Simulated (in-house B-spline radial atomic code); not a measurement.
# Ionising Zr⁺ with different functionals

Computed with a B-spline radial code for spherical atoms: four-component Dirac-Coulomb Hamiltonian, Fermi nucleus of rms radius 4.2694 fm, spin-restricted, spherical fractional occupations for the functionals. The ionisation energy is the difference of two self-consistent energies, [Kr] 4d2 5s1 → [Kr] 4d2, without Breit or QED terms; ε is the level of the shell that loses the electron (mean over j).

Hybrids are left out here: with spherical fractional occupations of an open shell their exact exchange keeps a self-interaction that integer-occupation calculations don't have.

| method | rung | ΔSCF (eV) | -ε(5s) (eV) |
| --- | --- | --- | --- |
| LDA VWN5 | LDA | 13.23 | 10.21 |
| relativistic LDA | LDA | 13.22 | 10.20 |
| LDA PW92 | LDA | 13.23 | 10.21 |
| LDA exchange-only | LDA | 12.30 | 9.28 |
| PBE | GGA | 12.94 | 9.94 |
| PBEsol | GGA | 12.91 | 9.98 |
| BLYP | GGA | 13.04 | 9.95 |
| RPBE | GGA | 12.80 | 9.81 |
| PW91 | GGA | 12.98 | 10.00 |
| BP86 | GGA | 13.10 | 10.15 |
| AM05 | GGA | 12.87 | 9.91 |
| OLYP | GGA | 12.59 | 9.52 |

(1) How do they compare with the NIST value?

Results:

(1) NIST lists 13.130 eV (measured, ground level to ground level). Errors run from -0.83 to +0.10 eV; BP86 is closest (-0.03 eV), but part of that can be cancellation, since the calculations leave out Breit-QED terms, spin polarisation, the choice among j levels, multiplet and fine-structure energies.
